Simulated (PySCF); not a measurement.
# Vibration and rotation of SnN

PBE0 constants of SnN, ⁴Π (quartet), unpaired electrons π ↑↑↑, a second solution, started from another occupation (Sn cc-pVTZ-PP with ECP28, N cc-pVTZ; scalar-relativistic core potentials (PySCF 2.14); masses 119.9022 and 14.0031 u):

- ωe: 479.8 cm⁻¹
- ωexe: 2.68 cm⁻¹
- Be: 0.27728 cm⁻¹
- αe: 0.00214 cm⁻¹

**Question.** What force constant and bond length do these constants imply?

**Answer.** Reduced mass μred = 12.539 u; k = 5.8918×10⁻⁷·μred·ωe² (u, cm⁻¹, mdyn/Å) = 1.70 mdyn/Å; Re = √(16.8576/(μred·Be)) (u, cm⁻¹, Å) = 2.202 Å.

**Question.** Estimate the centrifugal constant D from the Kratzer relation and find the Dunham coefficient a1.

**Answer.** D = 4Be³/ωe² = 3.7e-07 cm⁻¹; a1 = −1 − αeωe/(6Be²) = -3.23.

These are scalar-relativistic numbers at best; spin–orbit coupling would shift them, the dissociation energy most.
